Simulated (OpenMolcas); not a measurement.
## Cu VI: effect of correlating more closed shells

```json
{"Program": "OpenMolcas 26.06", "Basis": "ANO-RCC-VTZP [6s5p3d2f1g]", "Scalar Hamiltonian": "DKH2, point nucleus", "Active space": "6 electrons in 5 orbitals (3d)", "State averaging": "2S+1 = 5 even, 5 roots; 2S+1 = 3 even, 45 roots; 2S+1 = 1 even, 50 roots", "Spin-orbit coupling": "state interaction with AMFI integrals over the reference wave functions, term energies averaged over their components"}
```

Methods on the same reference wave functions:
A. CASSCF
B. MS-CASPT2, IPEA 0.25 Eh, imaginary shift 0.1 Eh (closed shells correlated: none)
C. MS-CASPT2, IPEA 0.25 Eh, imaginary shift 0.1 Eh (closed shells correlated: 3s 3p)
D. MS-CASPT2, IPEA 0.25 Eh, imaginary shift 0.1 Eh (closed shells correlated: 2s 2p 3s 3p)

Energies in cm⁻¹ above 3d⁶ ⁵D₄, the measured ground level; measured values from Sugar and Musgrove, J. Phys. Chem. Ref. Data 19, 527 (1990).

| Level | A | B | C | D | Measured |
| --- | --- | --- | --- | --- | --- |
| 3d⁶ ⁵D₄ | 0.0 | 0.0 | 0.0 | 0.0 | 0.0 |
| 3d⁶ ⁵D₃ | 1141 | 1144 | 1148 | 1148 | 1196 |
| 3d⁶ ⁵D₂ | 1919 | 1917 | 1915 | 1915 | 1987 |
| 3d⁶ ⁵D₁ | 2415 | 2410 | 2400 | 2400 | 2490 |
| 3d⁶ ⁵D₀ | 2658 | 2650 | 2640 | 2640 | 2733 |
| 3d⁶ ³H₆ | 32669 | 32380 | 31080 | 31150 | 30418 |
| 3d⁶ ³H₅ | 33207 | 32870 | 31570 | 31630 | 31009 |
| 3d⁶ ³H₄ | 33556 | 33140 | 31780 | 31820 | 31288 |
| 3d⁶ ³P₂(1) | 35422 | 32710 | 29480 | 29370 | 29285 |
| 3d⁶ ³F₄(1) | 37254 | 35260 | 33210 | 33190 | 32756 |
| 3d⁶ ³F₃(1) | 37911 | 35850 | 33700 | 33670 | 33296 |
| 3d⁶ ³F₂(1) | 38423 | 36340 | 34140 | 34100 | 33740 |
| 3d⁶ ³P₁(1) | 38746 | 36050 | 32800 | 32700 | 32685 |
| 3d⁶ ³P₀(1) | 39974 | 37230 | 34030 | 33920 | 33868 |
| 3d⁶ ³G₅ | 41264 | 39620 | 38020 | 38030 | 37378 |
| 3d⁶ ³G₄ | 42391 | 40690 | 39050 | 39060 | 38469 |
| 3d⁶ ³G₃ | 42786 | 41070 | 39420 | 39430 | 38907 |
| 3d⁶ ¹I₆ | 49437 | 49060 | 47440 | 47550 | 46406 |
| 3d⁶ ¹G₄(1) | 52416 | 49960 | 48690 | 48710 | 47612 |
| 3d⁶ ³D₁ | 53215 | 49510 | 47390 | 47330 | 46848 |
| 3d⁶ ³D₂ | 53217 | 49510 | 47340 | 47270 | 46714 |
| 3d⁶ ³D₃ | 53553 | 49840 | 47730 | 47660 | 47119 |
| 3d⁶ ¹S₀(1) | 60757 | 55810 | 54540 | 54470 | 53787 |
| 3d⁶ ¹D₂(1) | 64727 | 61170 | 56060 | 55930 | 54747 |

Deviations, from unrounded energies. A percentage is the sum of absolute deviations over the sum of measured energies, with the sign that they share, or ± where signs differ.

```json
{"Against measurement": "mean absolute deviation (cm-1)", "Levels": "23", "A": "4100", "B": "2300", "C": "500", "D": "480"}
{"Against measurement": "fine structure of the ground term (%)", "Levels": "4", "A": "-3.2", "B": "-3.4", "C": "-3.5", "D": "-3.6"}
{"Against measurement": "other terms of the ground configuration (%)", "Levels": "19", "A": "+12.7", "B": "+6.9", "C": "+1.5", "D": "+1.4"}
```

C, D lie about equally close to measurement and A furthest from it. The largest miss of D in the table is 3d⁶ ¹D₂(1), by +1200 cm-1. The ranking rests on the paired levels alone, and a cruder setting can come out closer through cancelling errors.

Among B to D the level of the table that moves most is 3d⁶ ¹D₂(1), by 5200 cm-1 (lowest in D, highest in B). Moves below CASPT2's spread within the term are not significant.

The two smallest mean deviations differ by little beside CASPT2's spread within terms, so their order carries little weight.

From A to B the spin-free energies of the other terms of 3d⁶ shown, above ⁵D, scale by factors of 0.92 to 0.99.

The lowest spin-free term lies below A's lowest term by 0.121 hartree in B, 0.455 hartree in C, 0.504 hartree in D.

What an inner shell adds also hangs on whether the basis holds functions to correlate it.

Term energies are means over components that CASPT2 splits; among the terms shown or strongly mixed into the levels shown the widest spread is 910 cm-1 (3d⁶ ¹I, D). Without dynamic correlation excited terms often stand tens of per cent too high (terms of higher spin than the ground term too low), and those without a measured partner can miss by more than the paired ones (holds for A). Some levels mix across a computed gap that differs much from the measured one, so their mixing is not that of the real levels (holds for A; B). The CASPT2 spread within a term exceeds the gap to the next term for 3d⁶ ¹I and 3d⁶ ³D, so the order of their levels is uncertain (holds for C; D). Computed and measured levels are paired by configuration, term and J; levels that our copy of the source lacks, or whose pairing is in doubt (as where it misses far off the trend of its configuration), stay unpaired and out of the deviations. Levels of configurations outside the active space are missing. The table leaves out levels that lie high or whose names do not pair safely across all columns.

A number in round brackets counts repeated terms of one configuration in the order of the reference energies.
